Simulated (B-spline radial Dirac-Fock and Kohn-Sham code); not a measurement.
**Free-atom binding energies and absorption edges of As**

These are calculated numbers from a B-spline atomic structure program; the model is Dirac-Fock energy differences between relaxed states, corrected for Breit and QED terms. Electron correlation is not included.

The run's input, task.json:

```json
{"items": [{
  "Z": 33,
  "q": 0,
  "cfg": [[1, 0, 2], [2, 0, 2], [2, 1, 6], [3, 0, 2], [3, 1, 6], [3, 2, 10], [4, 0, 2], [4, 1, 3]],
  "A": 75,
  "rrms": 4.0968,
  "do": ["binding"],
  "screen": [4, 1]
}]}
```

Launch: `python xray_run.py task.json out`

Two models are given for 1s2 2s2 2p6 3s2 3p6 3d10 4s2 4p3. In the first the electron is removed to infinity. In the second it is placed in the 4p shell, so that the atom stays neutral; this mimics a hole screened by valence charge, or the onset of absorption below the ionisation limit. The tabulated edges (Elam, Ravel and Sieber, Radiat. Phys. Chem. 63, 121 (2002)) refer to the element in its standard state, with the Fermi level as zero for a metal.

```csv
level,ionised (eV),screened (eV),tabulated (eV)
K,11874.8,11864.9,11867.0
L1,1544.4,1534.5,1527.0
M1,217.1,207.2,204.7
M4,49.27,39.48,41.70
M5,48.59,38.79,41.70
```

Q: Which of the two models lies closer to the table on average?

A: The screened model lies closer: the mean absolute deviations are 10.4 eV (ionised) and 3.5 eV (screened). Screening lowers the levels by 9.9 eV on average.
